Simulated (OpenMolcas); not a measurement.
## Xe6+: effect of the basis set

| Property | Result |
| --- | --- |
| Program | OpenMolcas 26.06 |
| Method | MS-CASPT2, IPEA 0.25 Eh, imaginary shift 0.1 Eh (closed shells correlated: 4d) |
| Active space | 2 electrons in 4 orbitals (5s 5p) |
| State averaging | 2S+1 = 3 even, 3 roots; 2S+1 = 1 even, 7 roots; 2S+1 = 3 odd, 3 roots; 2S+1 = 1 odd, 3 roots |
| Spin-orbit coupling | state interaction with AMFI integrals over the reference wave functions, term energies averaged over their components |

A. ANO-R1 [6s5p3d1f], X2C, finite nucleus; CASPT2 step of the order of 2.1 core-seconds
B. ANO-RCC-VDZP [6s5p3d1f], DKH2, point nucleus; CASPT2 step about 2.1 core-seconds
C. ANO-R2 [7s6p4d2f1g], X2C, finite nucleus; CASPT2 step of the order of 1.7 core-seconds
D. ANO-RCC-VTZP [7s6p4d2f1g], DKH2, point nucleus; CASPT2 step roughly 3 core-seconds
E. ANO-RCC-VQZP [8s7p5d3f2g], DKH2, point nucleus; CASPT2 step of the order of 4 core-seconds
F. ANO-R3 [8s7p5d4f3g2h], X2C, finite nucleus; CASPT2 step of the order of 16 core-seconds

Energies in cm⁻¹ above 5s² ¹S₀, the measured ground level; measured values from Saloman, J. Phys. Chem. Ref. Data 33, 765 (2004).

| Level | A | B | C | D | E | F | Measured |
| --- | --- | --- | --- | --- | --- | --- | --- |
| 5s² ¹S₀ | 0.0 | 0.0 | 0.0 | 0.0 | 0.0 | 0.0 | 0.0 |
| 5s 5p ³P°₀ | 88690 | 96200 | 96960 | 97350 | 97720 | 98390 | 96141 |
| 5s 5p ³P°₁ | 92750 | 100420 | 100930 | 101330 | 101530 | 102170 | 100451 |
| 5s 5p ³P°₂ | 105030 | 113260 | 112720 | 113060 | 112800 | 113380 | 113676 |
| 5s 5p ¹P°₁ | 134990 | 142770 | 140830 | 141870 | 141270 | 141230 | 143259 |
| 5p² ³P₀ | 207360 | 223740 | 224420 | 225760 | 225950 | 226810 | 223673 |
| 5p² ³P₁ | 217290 | 234220 | 234090 | 235360 | 235200 | 236050 | 234685 |
| 5p² ¹S₀ | 261030 | 278070 | 273910 | 275550 | 274270 | 274320 | 273208 |

Deviations, from unrounded energies. A percentage is the sum of absolute deviations over the sum of measured energies, with the sign that they share, or ± where signs differ.

| Against measurement | Levels | A | B | C | D | E | F |
| --- | --- | --- | --- | --- | --- | --- | --- |
| mean absolute deviation (cm-1) | 7 | 11000 | 910 | 960 | 1300 | 1300 | 1700 |
| other configurations (%) | 7 | -6.6 | ±0.5 | ±0.6 | ±0.8 | ±0.8 | ±1.0 |

B, C lie about equally close to measurement and A furthest from it. The largest miss of B in the table is 5p² ¹S₀, by +4900 cm-1. The ranking rests on the paired levels alone, and a cruder setting can come out closer through cancelling errors.

Among A to F the level of the table that moves most is 5p² ³P₀, by 19000 cm-1 (lowest in A, highest in F). Moves below CASPT2's spread within the term are not significant.

Over all roots computed the reference weight is 0.90 to 0.95 in C, 0.90 to 0.96 in D, 0.90 to 0.95 in E, 0.90 to 0.95 in F; the roots of lowest weight are the least certain, and an intruder state may touch them. The ¹D term of p² mixes with s d, which this space lacks. The basis is small and was not contracted for so high a charge (holds for A; B). Computed and measured levels are paired by configuration, term and J; levels that our copy of the source lacks, or whose pairing is in doubt (as where it misses far off the trend of its configuration), stay unpaired and out of the deviations. Levels of configurations outside the active space are missing. The table leaves out levels that lie high or whose names do not pair safely across all columns.

° marks odd parity.
